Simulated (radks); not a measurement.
Q: Species: Au47+. Configuration: [Ar] 3d10 4s2 4p2 (the NIST ground configuration). Method: scalar-relativistic Kohn-Sham, PBE, spin-unpolarised, spherical densities, point nucleus; computed with a radial shooting solver on a logarithmic mesh with Libxc functionals. Some entries of the table are withheld. Estimate them.

orbital  occ.  eigenvalue (eV)  <1/r> (bohr^-1)
1s          2        -83231.71            95.83
2s          2        -16667.52            22.50
2p          6        -14738.75            20.00
3s          2        -5668.797              (1)
3p          6        -5105.987            7.755
3d         10        -4527.557            7.299
4s          2        -2731.991            4.150
4p          2              (2)              (3)

A: 
(1) 3s <1/r> (bohr^-1): 8.481
(2) 4p eigenvalue (eV): -2519.369
(3) 4p <1/r> (bohr^-1): 3.863
